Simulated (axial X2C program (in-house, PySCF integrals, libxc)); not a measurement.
**Worked dissociation energy of SeO⁺: PBE0, spin-free**

All values were computed with an in-house all-electron X2C program for linear molecules (integrals from PySCF). Spin-free means the one-electron spin-free X2C Hamiltonian. Basis: Se dyall-cv3z [8s9p6d4f1g], O dyall-av3z [7s6p3d2f] (cores contracted in-house); Gaussian nuclei, density fitting, unrestricted open shells. Masses: Se 79.917 u, O 15.995 u.

Molecular state: M_S = 1/2, Λ = 1 (beyond evenly filled blocks: π+α).

| Quantity | Value |
| --- | --- |
| E(Se+) (2M_S = 3, M_L = 0) | -2429.259503 hartree |
| E(O) (2M_S = 2, M_L = 0) | -75.075790 hartree |
| E(SeO⁺) at Re | -2504.479706 hartree |
| ωe | 1119.0 cm⁻¹ |
| ωexe | 4.2 cm⁻¹ |

(1) Work out De and D0.

One determinant describes the state; a PBE0 search over occupations chose it and may have missed a lower one. De is counted from the lowest determinant-based energies of the atoms at the same level, without counterpoise correction. The functionals have no current-density term, which raises determinants with orbital currents, atoms included.

Each atomic determinant is the lowest at this level and need not be a pure term. Totals compare only within one Hamiltonian and basis.

Results:

(1) De = -2429.259503 + (-75.075790) − (-2504.479706) = 0.14441 hartree = 3.930 eV. The zero-point energy is ωe/2 − ωexe/4 = 558 cm⁻¹ = 0.069 eV, so D0 = 3.860 eV.
